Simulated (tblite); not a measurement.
Compound: C7H9N.
Numbering: `[CH3:1][C:2]([CH3:3])=[C:4]1[CH2:5][C@@H:6]1[C:7]#[N:8]` (hydrogens: H9, H10, H11 on C1; H12, H13, H14 on C3; H15, H16 on C5; H17 on C6)

Computed with GFN2-xTB (tblite), gas phase: Langevin dynamics at 600 K from the optimised GFN2-xTB geometry, time step 0.5 fs, friction 0.01 fs⁻¹, 2000 steps. The instantaneous temperature is 2·E(kin)/(3Nk) with all 3N coordinates.

| t (fs) | T (K) | E(pot) above start (eV) | C1–C2 (Å) | C2–C3 (Å) | C2=C4 (Å) | C4–C5 (Å) | C5–C6 (Å) | C1–H9 (Å) |
| --- | --- | --- | --- | --- | --- | --- | --- | --- |
| 0 | 518 | 0.000 | 1.501 | 1.500 | 1.312 | 1.458 | 1.531 | 1.089 |
| 25 | 330 | 0.846 | 1.490 | 1.522 | 1.304 | 1.462 | 1.578 | 1.168 |
| 50 | 470 | 0.689 | 1.491 | 1.553 | 1.308 | 1.445 | 1.559 | 1.150 |
| 75 | 413 | 0.856 | 1.441 | 1.524 | 1.298 | 1.433 | 1.435 | 1.070 |
| 100 | 429 | 1.150 | 1.487 | 1.573 | 1.299 | 1.505 | 1.528 | 1.042 |
| 125 | 592 | 0.619 | 1.509 | 1.553 | 1.307 | 1.463 | 1.576 | 1.099 |
| 150 | 315 | 0.989 | 1.487 | 1.497 | 1.304 | 1.441 | 1.498 | 1.139 |
| 175 | 568 | 0.680 | 1.543 | 1.615 | 1.294 | 1.475 | 1.518 | 1.111 |
| 200 | 443 | 1.149 | 1.522 | 1.481 | 1.353 | 1.420 | 1.573 | 1.054 |
| 225 | 739 | 1.191 | 1.533 | 1.484 | 1.319 | 1.529 | 1.602 | 1.058 |
| 250 | 767 | 1.373 | 1.472 | 1.439 | 1.329 | 1.473 | 1.647 | 1.135 |
| 275 | 488 | 2.150 | 1.487 | 1.492 | 1.359 | 1.532 | 1.494 | 1.138 |
| 300 | 806 | 1.232 | 1.440 | 1.546 | 1.276 | 1.530 | 1.567 | 1.078 |
| 325 | 558 | 1.818 | 1.461 | 1.588 | 1.450 | 1.470 | 1.561 | 1.066 |
| 350 | 607 | 1.472 | 1.457 | 1.539 | 1.235 | 1.498 | 1.637 | 1.069 |
| 375 | 483 | 1.417 | 1.530 | 1.548 | 1.371 | 1.437 | 1.561 | 1.094 |
| 400 | 916 | 0.924 | 1.499 | 1.493 | 1.324 | 1.423 | 1.590 | 1.085 |
| 425 | 536 | 1.361 | 1.457 | 1.529 | 1.288 | 1.517 | 1.472 | 1.084 |
| 450 | 624 | 1.111 | 1.472 | 1.478 | 1.349 | 1.506 | 1.562 | 1.100 |
| 475 | 665 | 1.113 | 1.513 | 1.539 | 1.330 | 1.498 | 1.619 | 1.092 |
| 500 | 754 | 0.790 | 1.468 | 1.470 | 1.298 | 1.417 | 1.580 | 1.079 |
| 525 | 634 | 1.181 | 1.541 | 1.511 | 1.302 | 1.436 | 1.535 | 1.037 |
| 550 | 638 | 1.112 | 1.636 | 1.485 | 1.325 | 1.475 | 1.504 | 1.063 |
| 575 | 799 | 1.173 | 1.528 | 1.443 | 1.339 | 1.446 | 1.493 | 1.122 |
| 600 | 449 | 1.570 | 1.559 | 1.512 | 1.303 | 1.417 | 1.474 | 1.165 |
| 625 | 531 | 1.167 | 1.510 | 1.513 | 1.278 | 1.412 | 1.511 | 1.118 |
| 650 | 527 | 1.312 | 1.489 | 1.558 | 1.342 | 1.458 | 1.521 | 1.057 |
| 675 | 622 | 1.222 | 1.466 | 1.520 | 1.341 | 1.435 | 1.573 | 1.084 |
| 700 | 666 | 1.658 | 1.505 | 1.501 | 1.323 | 1.477 | 1.481 | 1.140 |
| 725 | 723 | 0.801 | 1.535 | 1.498 | 1.302 | 1.425 | 1.571 | 1.122 |
| 750 | 614 | 1.240 | 1.513 | 1.515 | 1.333 | 1.501 | 1.532 | 1.065 |
| 775 | 750 | 1.076 | 1.519 | 1.478 | 1.318 | 1.535 | 1.573 | 1.062 |
| 800 | 550 | 1.393 | 1.503 | 1.465 | 1.325 | 1.481 | 1.539 | 1.114 |
| 825 | 659 | 1.261 | 1.493 | 1.474 | 1.302 | 1.469 | 1.517 | 1.148 |
| 850 | 589 | 1.118 | 1.507 | 1.533 | 1.326 | 1.449 | 1.606 | 1.115 |
| 875 | 594 | 0.849 | 1.477 | 1.511 | 1.341 | 1.491 | 1.499 | 1.066 |
| 900 | 685 | 0.883 | 1.463 | 1.519 | 1.309 | 1.468 | 1.511 | 1.105 |
| 925 | 578 | 1.003 | 1.532 | 1.599 | 1.293 | 1.407 | 1.540 | 1.145 |
| 950 | 466 | 1.322 | 1.500 | 1.531 | 1.303 | 1.433 | 1.543 | 1.064 |
| 975 | 701 | 1.094 | 1.522 | 1.569 | 1.356 | 1.478 | 1.514 | 1.068 |
| 1000 | 728 | 0.930 | 1.568 | 1.464 | 1.283 | 1.410 | 1.578 | 1.106 |

Question: From 500 fs on, how do temperature and potential energy compare with equipartition?

Answer: The mean temperature of these 21 frames is 631 K against the target 600 K, and the mean potential energy 1.15 eV against 45 × kT/2 = 1.16 eV for 45 classical harmonic modes. For 17 atoms in a canonical ensemble the temperature itself scatters by T·√(2/(3N)) = 119 K; here its standard deviation is 92 K. The whole run lasts only 10 friction times of 100 fs, so these averages carry a wide statistical error.

Question: What are the kinetic and total energies of the listed frame with the highest potential energy?

Answer: The one at 275 fs, 2.150 eV above the start. Its kinetic energy is 3NkT/2 = 1.071 eV at 488 K, so the sum is 3.22 eV; over the listed frames the sum runs from 1.14 to 3.22 eV, since the thermostat adds and removes energy.

Question: How much do the listed bonds fluctuate from 500 fs on?

Answer: 
```json
{"bond": "C1–C2", "at the start (Å)": "1.501", "mean (Å)": "1.516", "standard deviation (Å)": "0.039"}
{"bond": "C2–C3", "at the start (Å)": "1.500", "mean (Å)": "1.508", "standard deviation (Å)": "0.037"}
{"bond": "C2=C4", "at the start (Å)": "1.312", "mean (Å)": "1.316", "standard deviation (Å)": "0.021"}
{"bond": "C4–C5", "at the start (Å)": "1.458", "mean (Å)": "1.453", "standard deviation (Å)": "0.034"}
{"bond": "C5–C6", "at the start (Å)": "1.531", "mean (Å)": "1.533", "standard deviation (Å)": "0.035"}
{"bond": "C1–H9", "at the start (Å)": "1.089", "mean (Å)": "1.097", "standard deviation (Å)": "0.035"}
```

The motion is classical and holds no zero-point motion.

The cost below is that of the whole dynamics run. Hardware: one thread of an Arm Neoverse V2, no GPU, shared host with 192 logical CPUs at a one-minute load of 16. Cost: 9.3 s of wall time, 0.18 GiB resident at most.
